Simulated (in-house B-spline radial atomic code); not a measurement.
## Ionising Bi with different functionals

Computed with a radial B-spline atomic code at the basis-set limit: scalar-relativistic (spin-free X2C) Hamiltonian, Fermi nucleus of rms radius 5.5211 fm, spin-polarised at highest spin, spherical fractional occupations for the functionals, the average over the highest-spin determinants for Hartree-Fock. The ionisation energy is the difference of two self-consistent energies, [Xe] 4f14 5d10 6s2 6p3 → [Xe] 4f14 5d10 6s2 6p2, without Breit or QED terms; ε is the level of the shell that loses the electron (its least bound occupied spin orbital). There is no spin-orbit coupling in this Hamiltonian.

Hybrids are left out here: with spherical fractional occupations of an open shell their exact exchange keeps a self-interaction that integer-occupation calculations don't have.

| method | rung | ΔSCF (eV) | -ε(6p) (eV) |
| --- | --- | --- | --- |
| Hartree-Fock | Hartree-Fock | 8.30 | 8.70 |
| LDA VWN5 | LDA | 8.69 | 5.29 |
| LDA PW92 | LDA | 8.68 | 5.29 |
| LDA exchange-only | LDA | 7.90 | 4.60 |
| PBE | GGA | 8.57 | 5.20 |
| PBEsol | GGA | 8.60 | 5.22 |
| BLYP | GGA | 8.30 | 4.91 |
| RPBE | GGA | 8.53 | 5.17 |
| PW91 | GGA | 8.62 | 5.25 |
| BP86 | GGA | 8.66 | 5.28 |
| AM05 | GGA | 8.56 | 5.18 |
| OLYP | GGA | 8.36 | 4.97 |
| TPSS | meta-GGA | 8.60 | 5.25 |
| SCAN | meta-GGA | 8.95 | 5.58 |
| r2SCAN | meta-GGA | 8.92 | 5.56 |
| revTPSS | meta-GGA | 8.62 | 5.27 |

Q: How do they compare with the NIST value?

A: NIST lists 7.286 eV (measured, ground level to ground level). Errors run from +0.62 to +1.66 eV. The correlated functionals all miss on the same side by more than they spread, so the cause is common to them (spin-orbit coupling, Breit-QED terms, multiplet and fine-structure energies, or a listed next ion that isn't the cheapest removal here) and closeness doesn't rank the functionals. Hartree-Fock also lacks correlation.
